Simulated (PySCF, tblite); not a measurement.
Species: C4H8FNSi2.
Atom-mapped SMILES: `[N:1]#[C:2][Si@@H:3]1[CH2:4][CH2:5][CH2:6][Si@H:7]1[F:8]` (hydrogens: H9 on Si3; H10, H11 on C4; H12, H13 on C5; H14, H15 on C6; H16 on Si7)

Structure used (GFN2-xTB), in Å, numbered top down from 1:
```xyz
16
C4H8FNSi2 angstrom
N      3.4109   -1.5633   -0.4547
C      2.5967   -0.9399    0.0583
Si     1.2625    0.0924    0.8629
C     -0.3179   -0.9944    0.9448
C     -1.1221   -0.8036   -0.3471
C     -1.3515    0.6781   -0.6631
Si     0.3257    1.5950   -0.6209
F      0.0917    3.0606    0.0324
H      1.7994    0.4141    2.1909
H     -0.9294   -0.6817    1.7942
H     -0.1009   -2.0529    1.0889
H     -2.0834   -1.3180   -0.2598
H     -0.5813   -1.2669   -1.1774
H     -2.0181    1.1063    0.0898
H     -1.8661    0.7691   -1.6195
H      0.8760    1.9141   -1.9308
```

Computed, not measured: PBE0/pcSseg-1 in PySCF (dipole) on a GFN2-xTB geometry, gas phase.

Masses are those of the commonest isotopes; rigid-rotor values at the optimised geometry. The values belong to one conformer with, in the numbering `[N:1]#[C:2][Si@@H:3]1[CH2:4][CH2:5][CH2:6][Si@H:7]1[F:8]`, C2–Si3–C4–C5 -89°, Si3–C4–C5–C6 -51°, C4–C5–C6–Si7 52°, C5–C6–Si7–F8 -142°.

Task: Give the principal moments of inertia and the rotational constants in MHz.

Result: Ia = 258.75, Ib = 480.21, Ic = 610.26 u·Å²; 505379 MHz·u·Å²/I gives A = 1953, B = 1052, C = 828.1 MHz.

Task: Classify the top.

Result: An asymmetric top. Ray's parameter κ = (2B − A − C)/(A − C) = -0.601; −1 is the prolate and +1 the oblate limit.

Task: What does the inertial defect say?

Result: Not planar: Δ = Ic − Ia − Ib = -128.71 u·Å². For a rigid frame Δ = −2 Σ m c², so Σ m c² = 64.35 u·Å² lies off the ab plane: 15.43 from hydrogen and 48.92 from heavier atoms. The atom farthest from that plane is 2.13 Å away.

Task: Give the other two planar moments, Paa and Pbb, and the rms extents of the mass along the axes.

Result: Paa = Σ m a² = (Ib + Ic − Ia)/2 = 415.86 and Pbb = Σ m b² = (Ia + Ic − Ib)/2 = 194.40 u·Å². With the mass M = 145.02 u, the rms extents √(P/M) along a, b and c are 1.69, 1.16, 0.67 Å.

Task: List the rotational levels J(Ka,Kc) to J = 2 (K).

Result: Above 0(0,0), as E/k:
J = 1: 1(0,1) 0.090, 1(1,1) 0.133, 1(1,0) 0.144
J = 2: 2(0,2) 0.269, 2(1,2) 0.303, 2(1,1) 0.336, 2(2,1) 0.465, 2(2,0) 0.467

Task: Which lines would a microwave search look for?

Result: The dipole components are |μa| = 2.50 D, |μb| = 2.37 D, |μc| = 0.91 D. Intensities carry the squares of the components, which stand as 1.00 : 0.91 : 0.13 (a : b : c). Some lines, for components of 0.1 D or more:

```tsv
type	branch	J(Ka,Kc)	MHz	lower level (cm⁻¹)
a	Q	2(1,1) ← 2(1,2)	673	0.211
c	Q	2(1,2) ← 2(0,2)	713	0.187
c	Q	1(1,1) ← 1(0,1)	901	0.063
b	Q	1(1,0) ← 1(0,1)	1125	0.063
b	Q	2(1,1) ← 2(0,2)	1386	0.187
a	R	1(0,1) ← 0(0,0)	1881	0.000
c	Q	2(2,1) ← 2(1,1)	2702	0.233
b	Q	2(2,0) ← 2(1,1)	2739	0.233
b	R	1(1,1) ← 0(0,0)	2781	0.000
b	R	2(0,2) ← 1(1,1)	2823	0.093
c	R	1(1,0) ← 0(0,0)	3006	0.000
b	Q	2(2,1) ← 2(1,2)	3375	0.211
a	R	2(1,2) ← 1(1,1)	3537	0.093
a	R	2(0,2) ← 1(0,1)	3724	0.063
a	R	2(1,1) ← 1(1,0)	3985	0.100
b	R	2(1,2) ← 1(0,1)	4438	0.063
c	R	2(1,1) ← 1(0,1)	5110	0.063
b	R	2(2,1) ← 1(1,0)	6688	0.100
c	R	2(2,0) ← 1(1,0)	6724	0.100
c	R	2(2,1) ← 1(1,1)	6912	0.093
b	R	2(2,0) ← 1(1,1)	6949	0.093
```

Task: Estimate the classical rotational partition function at 100 K, 200 K and 500 K.

Result: Point group C1, symmetry number σ = 1; q = (√π/σ)·√((kT/h)³/(ABC)), k/h = 20836.6 MHz/K: 129000 at 100 K, 365000 at 200 K, 1440000 at 500 K.

Its GFN2-xTB frequencies are all real (lowest 50 cm⁻¹). Zero-point vibration and centrifugal distortion are left out. Quadrupole hyperfine structure (14N) is left out.
